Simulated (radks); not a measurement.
Task: The neon ion Ne8+, [He]. All-electron calculation, non-relativistic Kohn-Sham, r2SCAN, spin-polarised, spherical densities, point nucleus; meta-GGA in the generalised Kohn-Sham scheme. Program: a radial shooting solver on a logarithmic mesh with Libxc functionals. Every spin shell is full or empty, so the densities are truly spherical. Functionals are evaluated on that one density, not self-consistently. Rank these orbital-free kinetic functionals by their error against the exact value of the orbitals, and give that value: Thomas-Fermi, TF + vW, LC94, APBEK, revAPBEK, Perdew 92, Thakkar, Pearson, DePristo-Kress, Ernzerhof.

Result: Exact: 93.8672 hartree. From best to worst, with 100 (|E| - |E exact|)/|E exact| (equal figures are ties): APBEK +1.88, LC94 +2.03, Thakkar +2.24, Pearson -2.53, Perdew 92 +2.54, DePristo-Kress +2.66, revAPBEK +2.77, Ernzerhof +6.38, Thomas-Fermi -8.60, TF + vW +91.40.
